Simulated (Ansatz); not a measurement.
`[F][SnH2][PH]S` + CH₃OH → `C[O][SnH2][F]` + `PS` at 400 K and 1 bar (cleavage of the Sn–P bond).

Gas-phase electronic energies from Ansatz, PBE0-D4/def2-TZVP geometries. CCSD(T)/CBS adds triple-zeta CCSD(T) − MP2 to the extrapolated MP2 energy (def2 sets, frozen cores). This one scheme is used for every species. Elements past krypton have def2 core potentials. For Sn outer-core shells are correlated without core-valence functions, which leaves a few kJ/mol of doubt a bond. One conformer a species, not always the lowest.

| species | CCSD(T)/CBS energy (Eh) | H − E (kJ/mol) | S (J/(mol·K)) |
| --- | --- | --- | --- |
| `[F][SnH2][PH]S` | -1054.97153 | 126.4 | 414.6 |
| CH₃OH | -115.61712 | 151.2 | 252.6 |
| `C[O][SnH2][F]` | -430.07156 | 180.6 | 379.6 |
| `PS` | -740.51379 | 89.7 | 283.7 |

H − E and S are ideal-gas, rigid-rotor, harmonic terms from PBE0-D4/def2-TZVP, for one conformer and one mirror image of each species. 1 Eh = 2625.50 kJ/mol, R = 8.31446 J/(mol·K).

Task: By hand: ΔE, ΔH, ΔS and ΔG.

Result: ΔE = (-430.07156) + (-740.51379) − (-1054.97153) − (-115.61712) = 0.00330 Eh = 8.7 kJ/mol. Δ(H − E) = 180.6 + 89.7 − 126.4 − 151.2 = -7.3, so ΔH = 1.4 kJ/mol. ΔS = 379.6 + 283.7 − 414.6 − 252.6 = -3.9 J/(mol·K). ΔG = 1.4 − 400 × (-3.9)/1000 = 3.0 kJ/mol.

Task: By hand: the equilibrium constant, and the temperature at which ΔG would vanish if ΔH and ΔS stayed fixed.

Result: log₁₀ K = −ΔG/(RT ln 10) = -0.4. ΔH and −TΔS have one sign here, so there is no such temperature. One of them is within its doubt of zero, so this could turn.

TΔS isn't small against ΔH here. The sign of ΔG lies within the doubt. A doubt of 5 kJ/mol in ΔE shifts log₁₀ K by 0.7 here. Other conformers and mirror images would add mixing entropy, several J/(mol·K) or more a flexible species. Modes under 60 cm⁻¹, often nearly free rotors, make the harmonic entropy too high. These are equilibria of isolated gas molecules and say nothing of rates. Largest T1 diagnostic: 0.014 (customary marks: 0.02 for closed shells, 0.045 for open ones).
